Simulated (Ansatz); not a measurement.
Coupled-cluster diagnostics for the cluster Zn₃O₃, Ansatz.

Geometry of the singlet (r2SCAN-D4/def2-SVP):

```tsv
atom	x (Å)	y (Å)	z (Å)
Zn1	-1.4995	-0.0606	-0.1015
Zn2	0.7185	-0.8326	1.0261
Zn3	0.7809	0.8933	-0.9244
O4	-1.0426	-1.1927	1.2344
O5	2.0021	0.0807	0.1354
O6	-0.9594	1.1118	-1.3699
```

Correlated methods freeze 30 core orbitals. The structure comes from a short search, and lower isomers may exist.

**Question.** Estimate the CCSD(T) correlation energy, the shares of MP2 and (T), T1 and the reference's ⟨S²⟩ for: charge 0, singlet, own geometry in def2-SVP; charge 1, doublet, vertical in def2-SVP; and the rough time on 4 threads of Arm Neoverse V2 on a shared host.

**Answer.** 
| state | basis | correlation (eV) | MP2 share (%) | (T) share (%) | T1 | ⟨S²⟩ (pure) | wall time | remarks |
| --- | --- | --- | --- | --- | --- | --- | --- | --- |
| charge 0, singlet, own geometry | def2-SVP | -39.693 | 102.5 | 3.1 | 0.021 | 0.00 (0.00) | 21 s | large T1 |
| charge 1, doublet, vertical | def2-SVP | -38.472 | 101.5 | 3.2 | 0.030 | 0.76 (0.75) | 1.7 min | – |
Customary marks for T1 are 0.02 (closed shells), 0.045 (open shells) and about 0.05 (3d metals). T1 exceeds 0.02 in 2 of 2 rows and 0.045 in 0; the higher it lies, the less the single-reference result can be trusted.
